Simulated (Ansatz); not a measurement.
Consider the redistribution: `CB(C)[SeH]` + `[OH][InH2]` → `[SeH][InH2]` + `CB(C)O`.

Program: Ansatz. Geometries: PBE0-D4/def2-TZVP. ΔE: electronic, gas phase. CCSD(T)/CBS is the MP2 limit (def2-TZVPP, def2-QZVPP) plus CCSD(T) − MP2 in def2-TZVPP, frozen cores. DFT in def2-TZVPP. B3LYP here is the variant with VWN-RPA as its local correlation; programs differ in this. Elements past krypton have def2 core potentials. For In, Se outer-core shells are correlated without core-valence functions, which leaves a few kJ/mol of doubt a bond. Scalar relativity is left out up to krypton. One conformer a species, not always the lowest.

`CB(C)[SeH]`:

Cartesian coordinates in Å:
```
C 0.871 0.705 -1.074
B 0.201 0.127 0.219
C -1.063 -0.791 0.146
Se 1.008 0.630 1.906
H 1.646 1.455 -0.909
H 1.325 -0.124 -1.632
H 0.113 1.129 -1.742
H -1.006 -1.483 -0.700
H -1.933 -0.150 -0.052
H -1.280 -1.359 1.052
H 0.117 -0.139 2.785
```

`[OH][InH2]`:

Cartesian coordinates in Å:
```
O -0.538 1.200 -0.472
In 0.017 -0.543 0.314
H 0.141 1.608 -1.014
H 1.605 -1.043 -0.094
H -1.224 -1.222 1.266
```

`[SeH][InH2]`:

Cartesian coordinates in Å:
```
Se 0.513 -0.755 1.559
In -0.453 0.506 -0.382
H 1.432 -1.516 0.703
H 0.179 0.136 -1.929
H -1.672 1.629 0.049
```

`CB(C)O`:

Z-matrix (Å, degrees):
```
C
B 1 1.569
H 1 1.091 2 112.9
H 1 1.097 2 109.3 3 119.9
H 1 1.094 2 111.9 3 -123.4
C 2 1.576 1 122.0 3 167.9
O 2 1.364 1 116.9 3 -11.9
H 6 1.094 2 111.5 1 45.5
H 6 1.094 2 114.6 1 168.7
H 6 1.097 2 109.2 1 -70.9
H 7 0.961 2 112.9 1 -178.5
```

(1) Is it downhill or uphill in electronic energy at CCSD(T)/CBS, and by how much? (Best estimate.)

(2) What do these levels give: LDA (SPW92), BLYP-D4, B97M-V, B3LYP-D4, r2SCANh-D4, HF/CBS(def2)? (Estimate.)

(3) What do rigid-rotor, harmonic-oscillator terms from PBE0-D4/def2-TZVP frequencies (298.15 K, 1 bar) make of the CCSD(T)/CBS value? (An estimate is asked.)

Largest T1 diagnostic among the species: 0.017.

## Answers

(1) The calculation gave: Downhill: ΔE = -133.9 kJ/mol.

(2) Ansatz gave: LDA (SPW92) -143.1, BLYP-D4 -131.9, B97M-V -137.0, B3LYP-D4 -141.4, r2SCANh-D4 -142.1, HF/CBS(def2) -163.6 kJ/mol.

(3) Computed: ΔZPE = +4.3 kJ/mol, ΔH = -129.7 kJ/mol, ΔS = 3 J/(mol·K), ΔG = -130.5 kJ/mol.

From PBE to PBE0 (25 % exact exchange), in def2-TZVPP and without D4, ΔE moves by −9.7 kJ/mol. At CCSD(T), def2-SVP lies −26.5 kJ/mol from the extrapolated value and def2-TZVPP −2.7 kJ/mol.
